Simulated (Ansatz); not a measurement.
Born–Oppenheimer molecular dynamics of H6N2OSi (10 atoms, charge 0, multiplicity 1). It starts from a relaxed structure.

Level of theory: RKS PBE-D4/STO-3G in Ansatz 0.2.0.

* ensemble: NVT, Nosé–Hoover chain
* time step: 0.5 fs
* steps asked: 250
* set temperature: 700 K
* thermostat: time constant 3 fs, chain length 1
* seed: 358017

First frame:

```xyz
10
Properties=species:S:1:pos:R:3
Si -0.084 0.104 0.092
H 0.125 0.037 1.539
N 1.577 0.208 -0.591
H 2.176 -0.560 -0.168
H 1.556 -0.054 -1.621
N -1.050 1.558 -0.292
H -1.161 1.602 -1.349
H -0.429 2.400 -0.101
O -1.064 -1.166 -0.555
H -0.607 -2.018 -0.184
```

How far do the bonds stretch over the last three quarters of this one trajectory? (Pairs bonded in most of those frames.)


```
  bond  mean (Å)  spread (Å)  shortest  longest
Si1–H2     1.476       0.015      1.45     1.50
Si1–N3     1.838       0.065      1.76     1.99
Si1–N6     1.825       0.069      1.72     1.93
Si1–O9     1.730       0.044      1.67     1.80
 N3–H4     1.075       0.035      1.01     1.16
 N3–H5     1.074       0.028      1.02     1.14
 N6–H7     1.082       0.067      0.97     1.21
 N6–H8     1.078       0.050      0.98     1.17
O9–H10     1.037       0.011      1.01     1.06
```

Mean temperature of the second half: 704 K. The conserved energy stayed within 1.4 meV per atom of its start (net change 0.51 meV per atom), so the integration is sound. A run of 0.12 ps of so small a system gives no equilibrium averages. Limits of this set-up: minimal basis.

Time of the run: 5.5 min on 1 thread of Arm Neoverse V2 (shared host), peak memory 0.085 GiB.
